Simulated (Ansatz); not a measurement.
`B[CH]([SiH3])[GeH3]` + `O[SiH2]F` → `F[SiH2][O][GeH3]` + `BC[SiH3]`  (ligand exchange at a Ge–C bond)

Calculated with Ansatz (gas phase, PBE0-D4/def2-TZVP geometries, no zero-point term in ΔE). CCSD(T)/CBS is the MP2 limit (def2-TZVPP, def2-QZVPP) plus CCSD(T) − MP2 in def2-TZVPP, frozen cores. DFT in def2-TZVPP. For Ge outer-core shells are correlated without core-valence functions, which leaves a few kJ/mol of doubt a bond. Scalar relativity is left out up to krypton. One conformer a species, not always the lowest.

CCSD(T)/CBS gives -30.4 kJ/mol.

Another level gave -30.4 kJ/mol. Which?
A. MP2/def2-TZVPP
B. B2PLYP/def2-TZVPP
C. ωB97M-V/def2-TZVPP
D. HF/def2-TZVPP

A. MP2/def2-TZVPP -30.4, ωB97M-V -36.4, B2PLYP -44.1, HF/def2-TZVPP -65.8 kJ/mol.

Largest T1 diagnostic among the species: 0.012.

The D4 term adds +6.5 kJ/mol with B3LYP and +3.5 kJ/mol with PBE0; it sums over pairs of atoms, weighted by their polarisabilities, and B3LYP, whose exchange is more repulsive, gets the larger term. In def2-TZVPP, CCSD(T) changes the Hartree–Fock value by +31.8 kJ/mol (the triples alone add +3.9 kJ/mol) and MP2 by +35.4 kJ/mol.

B3LYP here is the variant with VWN-RPA as its local correlation; programs differ in this.
